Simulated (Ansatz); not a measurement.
BeMeI (CH3BeI), 6 atoms. Hardware: 4 threads of Arm Neoverse V1 on a shared host.

In the def2 sets I takes a core potential; there is no spin–orbit coupling. Correlated methods freeze 5 core orbitals; core or outer-core shells of I are correlated, in sets that lack core-valence functions.

(1) How many basis functions does each of these Ansatz runs have, and roughly what does it cost? r2SCAN-D4/def2-TZVP, charge 1 doublet at the geometry of the charge 0 singlet, energy, from earlier orbitals; PBE-D4/def2-TZVP, charge 0 triplet at the geometry of the charge 0 singlet, energy, from earlier orbitals; PBE0-D4/def2-TZVPD, charge -1 doublet at the geometry of the charge 0 singlet, energy; HF/def2-TZVP, charge 0 singlet, energy, from earlier orbitals; PBE-QIDH/def2-TZVP, charge 0 singlet, energy, from earlier orbitals; HF/STO-3G, charge 0 singlet, energy; r2SCAN-D4/def2-TZVPD, charge 0 singlet, energy, from earlier orbitals; r2SCAN-D4/def2-TZVP, charge 0 triplet at the geometry of the charge 0 singlet, energy, from earlier orbitals; r2SCAN-D4/def2-TZVP, charge 0 singlet, frequencies; CAM-B3LYP-D4/def2-TZVP, charge 0 singlet, energy, from earlier orbitals; PBE-D4/def2-TZVP, charge 0 singlet, energy and forces, from earlier orbitals; CCSD(T)/def2-TZVPP, charge 1 doublet at the geometry of the charge 0 singlet, energy, from earlier orbitals.

Answers

(1) Other jobs shared the machine, so times can vary by a factor of up to 3. A dash marks memory too small to be measured apart from the calling script's.

```tsv
run	functions	fitting or Cholesky vectors	wall time	peak host memory (GiB)
HF/STO-3G, charge 0 singlet, energy	40	450	0.2 s	–
HF/def2-TZVP, charge 0 singlet, energy, from earlier orbitals	118	1005	0.5 s	–
PBE-D4/def2-TZVP, charge 0 singlet, energy and forces, from earlier orbitals	118	820	0.96 s	–
CAM-B3LYP-D4/def2-TZVP, charge 0 singlet, energy, from earlier orbitals	118	864	1.1 s	–
PBE-QIDH/def2-TZVP, charge 0 singlet, energy, from earlier orbitals	118	981	1.7 s	–
r2SCAN-D4/def2-TZVPD, charge 0 singlet, energy, from earlier orbitals	145	898	2.3 s	–
PBE-D4/def2-TZVP, charge 0 triplet at the geometry of the charge 0 singlet, energy, from earlier orbitals	118	820	4.8 s	–
PBE0-D4/def2-TZVPD, charge -1 doublet at the geometry of the charge 0 singlet, energy	145	943	14 s	0.55
r2SCAN-D4/def2-TZVP, charge 1 doublet at the geometry of the charge 0 singlet, energy, from earlier orbitals	118	820	16 s	–
r2SCAN-D4/def2-TZVP, charge 0 triplet at the geometry of the charge 0 singlet, energy, from earlier orbitals	118	820	24 s	–
r2SCAN-D4/def2-TZVP, charge 0 singlet, frequencies	118	820	43 s	–
CCSD(T)/def2-TZVPP, charge 1 doublet at the geometry of the charge 0 singlet, energy, from earlier orbitals	142	1046	73 s	2.4
```
